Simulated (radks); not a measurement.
Neutral cobalt inside a hard spherical wall (all orbitals vanish at R), configuration held at [Ar] 3d7 4s2 and not refilled when levels cross. Method: non-relativistic Kohn-Sham, LDA (Slater exchange, VWN5 correlation), spin-unpolarised, spherical densities, point nucleus; computed with a radial shooting solver on a logarithmic mesh with Libxc functionals. Eigenvalues in eV, with the zero of energy where the potential of the charges vanishes at infinity; a dash marks a level that is unbound or too diffuse for the functional's potential to be trusted. A positive occupied level is held by the wall or, in an anion where self-interaction has pushed it up, behind a barrier. The pressure on the wall is -dE/dV.

R (bohr)  E (hartree)  kinetic (hartree)    e(3s)    e(3p)   e(3d)   e(4s)  e(4p, empty)  e(5s, empty)  pressure (GPa)
free      -1380.09126           1378.469  -99.371  -64.989  -8.772  -5.565        -1.416        -0.027               0
15        -1380.09126           1378.469  -99.371  -64.988  -8.772  -5.565        -1.413         0.323        < 0.0001
8         -1380.08886           1378.489  -99.221  -64.839  -8.626  -5.432        -1.016         3.762           0.106
4         -1379.77768           1379.799  -94.312  -59.966  -3.936   0.895         8.261        39.148            60.6
3         -1378.79411           1383.173  -86.533  -52.324   3.706  14.931        25.633        92.895             523
2         -1372.28831           1403.860  -60.114  -25.756  33.063  86.020        103.77        295.41            9740
1.5       -1354.28479           1456.510  -14.200   22.509  86.749  239.97        258.78        649.42           72100
